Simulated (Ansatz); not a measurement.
A series at Si: from `F[Si](F)(F)S`, ligands are replaced one by one, each step taking up H₂S and setting free H–F; n counts the steps. Ansatz, PBE0-D4/def2-TZVP geometries. Each molecule was computed in one conformer, which needn't be the lowest.

```
n        molecule  HOMO energy, ωB97M-V/def2-TZVPP (eV)
0  `F[Si](F)(F)S`                                -10.77
1  `F[Si](F)(S)S`                                -10.48
2  `F[Si](S)(S)S`                                     ?
3  `S[Si](S)(S)S`                                 -9.76
```

By hand: fit a straight line y = ȳ + b (n − n̄) to the 3 given rows and predict n = 2.

n̄ = 1.333, ȳ = -10.337; Σ(n − n̄)(y − ȳ) = 1.587, Σ(n − n̄)² = 4.667, so b = 0.340 eV a step. Prediction: -10.337 + (0.340) × (0.667) = -10.11 eV.

By hand: compare with the computed value, -10.20 eV, and give the steps along the whole series.

The line misses by -0.09 eV (computed minus predicted). Steps: 0.29, 0.28, 0.44 eV.

The steps differ by up to 0.16 eV without a steady trend. The highest orbital can change its character along such a series. The miss is 8.9 % of the series' range.
